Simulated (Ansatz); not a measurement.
Consider the redistribution: `O[SiH](F)[SiH2]F` + `Cl[SiH2]CI` → `O[SiH](F)[SiH3]` + `FC(I)[SiH2]Cl`.

Program: Ansatz. Geometries: PBE0-D4/def2-TZVP. ΔE: electronic, gas phase. CCSD(T)/CBS adds triple-zeta CCSD(T) − MP2 to the extrapolated MP2 energy (def2 sets, frozen cores). DFT in def2-TZVPP. B3LYP here is the variant with VWN-RPA as its local correlation; programs differ in this. Elements past krypton have def2 core potentials. For I outer-core shells are correlated without core-valence functions, which leaves a few kJ/mol of doubt a bond. Each species was taken in one conformer, which may not be the lowest.

```csv
level,ΔE (kJ/mol),difference from CCSD(T)/CBS
r2SCAN-D4,218.5,-13.0
PBE0-D4,216.1,-15.4
B3LYP-D4,219.0,-12.5
ωB97X-V,220.1,-11.4
ωB97M-V,223.3,-8.2
B2PLYP,227.3,-4.2
r2SCAN,218.6,-12.9
PBE0,216.4,-15.1
HF/def2-TZVPP,239.0,7.5
MP2/def2-TZVPP,238.9,7.4
SCS-MP2/def2-TZVPP,235.5,4.0
CCSD/def2-TZVPP,230.5,-1.0
CCSD(T)/def2-TZVPP,226.9,-4.6
SCS-MP2/def2-QZVPP,239.3,7.8
HF/CBS(def2),242.0,10.5
CCSD/CBS(def2),235.1,3.6
CCSD(T)/CBS,231.5,0
```

Largest T1 diagnostic among the species: 0.013.

From PBE to PBE0 (25 % exact exchange), in def2-TZVPP and without D4, ΔE moves by +11.3 kJ/mol.
